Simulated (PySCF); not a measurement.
A structure optimised at PBE-D3(BJ)/def2-SVP, used in a PySCF frequency run:

```xyz
11

C      2.4246     0.8326     0.5147
C      1.2796     0.3953     0.4156
Si    -0.4366    -0.2731     0.2561
C     -1.5989     1.0558    -0.3566
O     -0.4722    -1.5125    -0.8830
H      3.4314     1.2208     0.6022
H     -0.8353    -0.7741     1.6196
H     -1.2628     1.4358    -1.3418
H     -2.6260     0.6536    -0.4662
H     -1.6282     1.9048     0.3554
H      0.1787    -2.2201    -0.7337
```

**Question.** Write its SMILES and formula.

**Answer.** C#C[Si@@H](C)O, C3H6OSi

**Question.** What are its rotational constants (standard atomic weights)?

**Answer.** 5.9155, 2.7417, 2.0874 GHz
